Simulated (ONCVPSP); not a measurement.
**Debugging a pseudopotential input (H (Z = 1), ONCVPSP 4.0.1)**

Command:

```bash
oncvpsp.x < H.dat > H.out
```

Input:

```
# ATOM AND REFERENCE CONFIGURATION
# atsym  z   nc   nv     iexc    psfile
  H 1.00    0    1  -116133      upf
#
#   n    l    f
    1    0    1.00
#
# PSEUDOPOTENTIAL AND OPTIMIZATION
# lmax
    1
#
#   l,   rc,      ep,       ncon, nbas, qcut
    0    1.10    0.00    4    7    6.40
    1    1.15    0.24    4   14    5.70
#
# LOCAL POTENTIAL
# lloc, lpopt,  rc(5),   dvloc0
    4    1    0.95    3.00
#
# VANDERBILT-KLEINMAN-BYLANDER PROJECTORs
# l, nproj, debl
    0    2    0.40
    1    2    3.50
#
# MODEL CORE CHARGE
# icmod, fcfact, rcfact
    0    0.00    0.00
#
# LOG DERIVATIVE ANALYSIS
# epsh1, epsh2, depsh
   -2.00    5.00    0.02
#
# OUTPUT GRID
# rlmax, drl
    6.00    0.01
#
# TEST CONFIGURATIONS
# ncnf
    1
# nvcnf
#   n    l    f
    1
    1    0    0.50
#
```

This is an input that runs to its end, with one change: nbas of l = 1 set to 14.

Q: How does the run end?

A: The program refuses the input: "test_data: must have ncon+3 <= nbas <= ncon+5, l= 1".

```
ONCVPSP  (Optimized Norm-Conservinng Vanderbilt PSeudopotential)
scalar-relativistic version 4.0.1

test_data: must have ncon+3 <= nbas <= ncon+5, l=   1
 for nproj=2
ERROR: test_data found   1 ERROR; stopping
```
